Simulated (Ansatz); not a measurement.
A made-up structure of SnNH4 (charge -1), singlet:

N1  (-0.084, -1.597, 0.481)
Sn2  (-0.114, 0.267, -0.161)
H3  (-0.466, -0.284, 1.409)
H4  (-1.540, 0.519, -1.135)
H5  (1.173, 0.886, -1.216)
H6  (-0.201, 1.622, 0.985)
(Å)

It is relaxed with PBE-D4/def2-SVPD and then PBE0-D4/def2-TZVPD (Ansatz 0.2.0). Atoms count as bonded within 1.22 times the sum of their covalent radii (H–H: 0.88 Å). The end point is not checked to be a true minimum.

Q: Does its bonding change? (Judge from chemistry; the calculation decides.)

A: The calculation gives: Yes. Formed: N1–H3; broken: Sn2–H3.

Where it ends: The first stage lowers the energy by 3.51 eV in 9 steps. It ends as SnNH₄ ([NH][SnH3]), total charge -1:
```
6
angstrom
N 0.1609 -1.2059 0.8193
Sn -0.1454 0.4789 -0.1570
H -0.6240 -1.3121 1.4708
H -1.5804 0.6869 -1.1834
H 1.1562 0.7329 -1.2907
H -0.1994 2.0318 0.7041
```

Labels in which every atom is bracketed show which atoms are joined, not bond orders.

For scale, one of the runs: PBE0-D4/def2-TZVPD relaxation, 129 basis functions, launched by `ansatz run in.yaml --threads 2 --pin off --events-out ev --progress --plain --max-ram 4352MiB`. The run took about 12 s on 2 CPU threads of an Arm Neoverse V2 (shared host).
